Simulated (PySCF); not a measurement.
**GaCl + 3 HCl → GaH₃ + 2 Cl₂**

Level: PBE0 in the def2-TZVP basis family, all electrons, no relativity, computed in PySCF with density fitting; open shells unrestricted.

```json
{"species": "GaCl", "state and structure": "singlet, C∞v, Ga–Cl 2.216 Å", "E (Eh)": "-2384.72753", "ZPE (kJ/mol)": "2.2", "H(298 K) − H(0) (kJ/mol)": "9.6", "S° (J/(mol K))": "239.9"}
{"species": "HCl", "state and structure": "singlet, C∞v, H–Cl 1.279 Å", "E (Eh)": "-460.66440", "ZPE (kJ/mol)": "17.9", "H(298 K) − H(0) (kJ/mol)": "8.7", "S° (J/(mol K))": "186.6"}
{"species": "GaH₃", "state and structure": "singlet, D3h, Ga–H 1.568 Å (×3)", "E (Eh)": "-1926.36049", "ZPE (kJ/mol)": "48.9", "H(298 K) − H(0) (kJ/mol)": "10.7", "S° (J/(mol K))": "218.3"}
{"species": "Cl₂", "state and structure": "singlet, D∞h, Cl–Cl 1.982 Å", "E (Eh)": "-920.08940", "ZPE (kJ/mol)": "3.5", "H(298 K) − H(0) (kJ/mol)": "9.1", "S° (J/(mol K))": "222.5"}
```

(1) What is the electronic reaction energy?

(2) Add zero-point, thermal and entropy terms for 298.15 K and 1 bar.

Answers

(1) At PBE0/def2-TZVP, ΔE = 476.4 kJ/mol from the differences of the total energies times 2625.5, uphill. 

(2) ΔZPE = 0.0 and Δ[H(298) − H(0)] = -6.8 kJ/mol give ΔH° = 469.6 kJ/mol. ΔS° = -136.4 J/(mol K), so ΔG° = 469.6 − 298.15 × (-0.1364) = 510 kJ/mol.

Only the bonding shown was studied: isomers, or loss of a ligand pair, can lie lower.
